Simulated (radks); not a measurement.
Problem. Coherent X-ray form factor from a spherical all-electron density. Method: scalar-relativistic Kohn-Sham, PBE, spin-unpolarised, spherical densities, finite nucleus; Fermi nuclear charge, rms radius of each element as measured or else 0.836 A^(1/3) + 0.57 fm; computed with a radial shooting solver on a logarithmic mesh with Libxc functionals.

sin(theta)/lambda (1/angstrom)  f0 (electrons)
0.05                                    15.482
0.1                                     14.178
0.15                                    12.594
0.2                                     11.129
0.25                                     9.947
0.3                                      9.052
0.4                                      7.850
0.5                                      7.003
0.6                                      6.238
0.8                                      4.780
1                                        3.568
1.25                                     2.537
1.5                                      1.940
2                                        1.412

The species is in the configuration that NIST lists as its ground one. Which atom or ion scatters so?

Solution. Neutral sulfur, [Ne] 3s2 3p4. Extrapolating in s^2 from the first two rows gives f0(0) = 15.9, near the electron count 16; among species with that count, the fall with angle is slower the higher Z, and the table is that of Z = 16; from so few rows the species is fixed only to a neighbour or two.
